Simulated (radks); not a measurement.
The numbers below are computed, except where a source is named.
Ta XIV, configuration [Kr] 4d10 4f(5/2: 5, 7/2: 6) 5s2 5p(1/2: 1, 3/2: 0) (not the ground configuration). Code: a radial shooting solver on a logarithmic mesh with Libxc functionals. Model: Dirac Kohn-Sham, BLYP, spin-unpolarised, spherical densities, finite nucleus; Fermi nuclear charge, rms radius 5.3507 fm.

Normalised radial functions P(r) = r R(r) (large component), r in bohr:

r	4d3/2	4d5/2	5p3/2
0.001773	0.0002	0.0001	0.0037
0.002327	0.0003	0.0001	0.0062
0.00303	0.0005	0.0003	0.0100
0.003977	0.0010	0.0006	0.0163
0.005221	0.0020	0.0013	0.0263
0.006798	0.0039	0.0027	0.0413
0.008923	0.0078	0.0056	0.0643
0.01171	0.0153	0.0118	0.0977
0.01525	0.0293	0.0236	0.1418
0.02002	0.0561	0.0472	0.1985
0.02628	0.1046	0.0910	0.2600
0.03421	0.1847	0.1652	0.3079
0.04491	0.3147	0.2884	0.3151
0.05895	0.4985	0.4668	0.2406
0.07676	0.7080	0.6762	0.0650
0.1007	0.8844	0.8627	-0.1949
0.1322	0.8877	0.8896	-0.4157
0.1722	0.5847	0.6184	-0.4159
0.226	-0.0801	-0.0187	-0.0885
0.2967	-0.9017	-0.8365	0.4138
0.3894	-1.4812	-1.4429	0.6661
0.5071	-1.5238	-1.5248	0.3499
0.6656	-1.1045	-1.1325	-0.4113
0.8736	-0.5628	-0.5921	-1.0548
1.138	-0.1982	-0.2145	-1.1212
1.493	-0.0408	-0.0458	-0.6958
1.96	-0.0044	-0.0051	-0.2487
2.552	-0.0002	-0.0003	-0.0479
3.35	0.0000	0.0000	-0.0037

4d3/2: eigenvalue -491.24 eV, 1 radial node at r = 0.220 bohr, <r> = 0.505 bohr, 90 % of the charge inside 0.754 bohr. 4d5/2: eigenvalue -479.13 eV, 1 radial node at r = 0.225 bohr, <r> = 0.515 bohr, 90 % of the charge inside 0.768 bohr. 5p3/2 (empty): eigenvalue -252.79 eV, 3 radial nodes at r = 0.0826, 0.237, 0.580 bohr, <r> = 1.08 bohr, 90 % of the charge inside 1.52 bohr.
